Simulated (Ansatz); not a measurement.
`C/C=N/C[SiH3]` + H₂ → `C=NC[SiH3]` + CH₄  (hydrogenolysis of a C–C bond)

Program: Ansatz. Geometries: PBE0-D4/def2-TZVP. ΔE: electronic, gas phase. CCSD(T)/CBS adds triple-zeta CCSD(T) − MP2 to the extrapolated MP2 energy (def2 sets, frozen cores). This one scheme is used for every species. DFT in def2-TZVPP. Each species was taken in one conformer, which may not be the lowest.

```
        species  B97M-V energy (Eh)
`C/C=N/C[SiH3]`          -463.94745
             H₂            -1.17250
   `C=NC[SiH3]`          -424.60721
            CH₄           -40.53068
```

Q: Work out ΔE.

A: ΔE = (-424.60721) + (-40.53068) − (-463.94745) − (-1.17250) = -0.01794 Eh = -11.3 kcal/mol. CCSD(T)/CBS gives -10.6 kcal/mol.

Largest T1 diagnostic among the species: 0.012.

The D4 term adds +1.6 kcal/mol with B3LYP and +0.9 kcal/mol with PBE0; it sums over pairs of atoms, weighted by their polarisabilities, and B3LYP, whose exchange is more repulsive, gets the larger term. Leaving LDA and LC-ωPBE aside and taking each functional with its dispersion term where it has one, the values, not all of them listed here, spread over 3.1 kcal/mol, from BHLYP-D4 to revPBE-D4. LDA lies +2.6 kcal/mol from PBE without D4.

B3LYP here is the variant with VWN-RPA as its local correlation; programs differ in this.
